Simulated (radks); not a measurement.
Valence configurations of Re2+ (all share [Xe]). Calculated with a radial shooting solver on a logarithmic mesh with Libxc functionals: scalar-relativistic Kohn-Sham, BLYP, spin-unpolarised, spherical densities, finite nucleus; Fermi nuclear charge, rms radius 5.3698 fm. Energies are relative to 4f14 5d5; eigenvalues in eV.

| valence | E (eV) | e(4f) | e(5d) | e(6p) | e(6s) |
|---|---|---|---|---|---|
| 4f14 5d5 | 0.000 | -58.810 | -21.359 | - | - |
| 4f13 5d6 | 41.687 | -68.713 | -22.837 | - | - |
| 4f14 5d4.5 6p0.5 | 4.127 | -61.123 | -23.041 | -14.318 | - |
| 4f14 5d4 6s1 | 1.649 | -62.015 | -23.487 | - | -21.332 |
| 4f13.5 5d5 6s0.5 | 20.754 | -65.322 | -23.185 | - | -21.002 |
| 4f13 5d5 6s1 | 44.426 | -72.092 | -25.111 | - | -21.813 |
| 4f14 5d4.5 6s0.5 | 0.699 | -60.381 | -22.405 | - | -20.764 |
| 4f14 5d4 6p1 | 8.736 | -63.496 | -24.750 | -15.036 | - |
| 4f14 5d3 6p2 | 19.481 | -68.390 | -28.213 | -16.422 | - |
| 4f13 5d5 6p1 | 51.720 | -73.578 | -26.400 | -15.318 | - |

NIST lists [Xe] 4f14 5d5 as the ground configuration; this level of theory agrees among the configurations tried. The energies are those of spherical spin-averaged densities, not of single terms.
